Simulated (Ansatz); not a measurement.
`B/C=C/O[SiH3]` + `BrI` → `BI` + `[SiH3]O/C=C\Br`  (formal exchange of groups at a B–C bond)

Isolated molecules relaxed with PBE0-D4/def2-TZVP in Ansatz; ΔE leaves out vibrations. CCSD(T)/CBS is the MP2 limit (def2-TZVPP, def2-QZVPP) plus CCSD(T) − MP2 in def2-TZVPP, frozen cores. Double bonds are as drawn, so ΔE can hold a change between cis and trans. Functionals use def2-TZVPP. B3LYP here is the variant with VWN-RPA as its local correlation; programs differ in this. def2 core potentials past Kr. For Br, I outer-core shells are correlated without core-valence functions, which leaves a few kJ/mol of doubt a bond. Scalar relativity is left out up to krypton. Each species was taken in one conformer, which may not be the lowest.

`B/C=C/O[SiH3]`:

Cartesian coordinates in Å:
```
B 0.150 0.226 -2.642
C -0.399 -0.471 -1.416
C -0.022 -0.025 -0.205
O -0.440 -0.560 0.945
Si 0.005 -0.032 2.464
H -0.142 -0.118 -3.751
H 0.900 1.152 -2.497
H -1.082 -1.317 -1.444
H 0.663 0.822 -0.120
H 1.478 -0.131 2.614
H -0.417 1.380 2.644
H -0.694 -0.927 3.408
```

`BrI`:

Cartesian coordinates in Å:
```
Br 0.823 0.912 0.087
I -0.823 -0.912 -0.087
```

`BI`:

Cartesian coordinates in Å:
```
B -0.240 0.020 0.059
I 1.791 -0.150 -0.440
H -0.680 -0.744 0.855
H -0.871 0.874 -0.474
```

`[SiH3]O/C=C\Br`:

```xyz
10

Si   -0.752   -0.910    1.398
O     0.082   -0.580    0.004
C     0.074    0.591   -0.654
C     0.975    0.935   -1.563
Br    2.416   -0.158   -2.040
H    -0.047   -0.336    2.571
H    -2.111   -0.315    1.306
H    -0.814   -2.383    1.493
H    -0.740    1.280   -0.431
H     0.916    1.877   -2.085
```

CCSD(T)/CBS gives -7.9 kJ/mol.

(1) Another level gave -2.5 kJ/mol. Which?
A. SCS-MP2/def2-TZVPP
B. PBE0/def2-TZVPP
C. B3LYP-D4/def2-TZVPP
D. HF/def2-TZVPP

Largest T1 diagnostic among the species: 0.013.

## Answers

(1) B. PBE0 -2.5, B3LYP-D4 6.4, SCS-MP2/def2-TZVPP -22.1, HF/def2-TZVPP 1.9 kJ/mol.

From PBE to PBE0 (25 % exact exchange), in def2-TZVPP and without D4, ΔE moves by −3.4 kJ/mol. In def2-TZVPP, CCSD(T) changes the Hartree–Fock value by −23.5 kJ/mol (the triples alone add −2.4 kJ/mol) and MP2 by −31.8 kJ/mol.
